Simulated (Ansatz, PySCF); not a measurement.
Ansatz (an electronic-structure program) was given this input:
Ansatz 0.2 input:
```yaml
crystal:
  periodic: [false, false, false]
  atoms:
    - {symbol: C, position_ang: [-0.00000000, -0.00000000, -0.47996454]}
    - {symbol: C, position_ang: [0.00000000, 0.00000000, 0.74605881]}
    - {symbol: H, position_ang: [-0.00000000, -0.00000000, -1.59656562]}
basis:
  gaussian:
    orbitals: cc-pVTZ
hamiltonian:
  xc: b3lyp
total_charge: -1
accuracy: high
```

Question: Give the equivalent PySCF input.

Answer: Several could match; the one computed here: 
```python
from pyscf import gto, scf, dft

mol = gto.M(
    atom='''
C    -0.00000000   -0.00000000   -0.47996454
C     0.00000000    0.00000000    0.74605881
H    -0.00000000   -0.00000000   -1.59656562
''',
    basis='cc-pvtz',
    charge=-1,
    verbose=3,
)

mf = dft.RKS(mol)
mf.xc = 'b3lyp'
mf.grids.atom_grid = (99, 590)
mf.grids.prune = None
mf.kernel()
```

Both were run: Ansatz gave -76.739311 Eh and PySCF -76.739310 Eh, 0.000 mEh apart.
